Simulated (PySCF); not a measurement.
Ga²⁺ (gallium, charge +2): M06-L calculation

Configuration: [Ar] 3d10 4s1, 2S determinant. All numbers are calculated (PySCF 2.14, scalar relativity by spin-free X2C-1e, in cc-pVDZ-DK).

* Total energy: -1942.694 hartree
* One-electron energy: -2684.882 hartree
* Hartree (Coulomb) energy: 817.745 hartree
* Exchange-correlation energy: -75.557 hartree
* ⟨S²⟩: 0.7507
* ⟨L²⟩: 0.000
* Sum of ⟨r⟩: 17.08 bohr
* Sum of ⟨r²⟩: 17.64 bohr²
* Langevin diamagnetic susceptibility: -14.0 ×10⁻⁶ cm³/mol
* Time after the integrals: 0.5 s of wall time on 1 thread of Neoverse-V1 (shared host)

| shell | electrons | mean orbital energy (hartree) | rms radius, mean of both spins (bohr) |
| --- | --- | --- | --- |
| 1s α | 1 | -377.28441 | 0.0560 |
| 1s β | 1 | -377.28224 | 0.0560 |
| 2s α | 1 | -47.63637 | 0.236 |
| 2s β | 1 | -47.63611 | 0.236 |
| 2p α | 3 | -41.45711 | 0.211 |
| 2p β | 3 | -41.45595 | 0.211 |
| 3s α | 1 | -6.41746 | 0.698 |
| 3s β | 1 | -6.41529 | 0.698 |
| 3p α | 3 | -4.51982 | 0.735 |
| 3p β | 3 | -4.51709 | 0.735 |
| 3d α | 5 | -1.47284 | 0.902 |
| 3d β | 5 | -1.46629 | 0.902 |
| 4s α | 1 | -0.97254 | 2.21 |

Densities and radii are taken from the X2C orbitals without a picture-change correction, which distorts them close to the nucleus.
